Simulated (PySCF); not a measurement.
# Shapes and spin states of ClRuN

All numbers come from PBE0/[Ru def2-TZVP with ECP28, N def2-TZVP, Cl def2-TZVP], scalar-relativistic core potentials, density fitting, no spin–orbit coupling, PySCF.

Relaxations began from a few typed shapes and spin states; open shells are unrestricted. The search is not exhaustive: other isomers or separated fragments can lie lower, and high-lying points may rest on an excited occupation.

```
   spin  group                        bonds          angles  imaginary modes (cm⁻¹)  ΔE (kJ/mol)  ΔE with ZPE (kJ/mol)
singlet     Cs  Ru–Cl 2.277 Å, Ru–N 1.543 Å  Cl–Ru–N 139.9°                    none          0.0                   0.0
singlet    C∞v  Ru–Cl 2.319 Å, Ru–N 1.545 Å  Cl–Ru–N 180.0°              108i, 108i          9.5                     –
triplet     Cs  Ru–Cl 2.236 Å, Ru–N 1.589 Å  Cl–Ru–N 131.1°                    none         43.9                  43.6
triplet     Cs  Ru–Cl 2.231 Å, Ru–N 1.590 Å  Cl–Ru–N 131.6°                    none         44.7                  44.3
triplet    C∞v  Ru–Cl 2.283 Å, Ru–N 1.611 Å  Cl–Ru–N 180.0°              165i, 165i         74.2                     –
quintet     Cs  Ru–Cl 2.221 Å, Ru–N 1.669 Å  Cl–Ru–N 116.9°                    none        153.4                 152.1
quintet    C∞v  Ru–Cl 2.319 Å, Ru–N 1.703 Å  Cl–Ru–N 180.0°               203i, 23i        230.7                     –
```

The lowest minimum found is the singlet Cs: Ru–Cl 2.277 Å, Ru–N 1.543 Å; Cl–Ru–N 139.9°.

Formally Ru is in oxidation state +4, d4, with 0 unpaired electrons (the high-spin count would be 4). The polar-tensor charge on Ru, 1.25, is far below the formal one.

The electron or spin density has lower symmetry than the nuclear frame for the quintet C∞v at 230.7 kJ/mol.
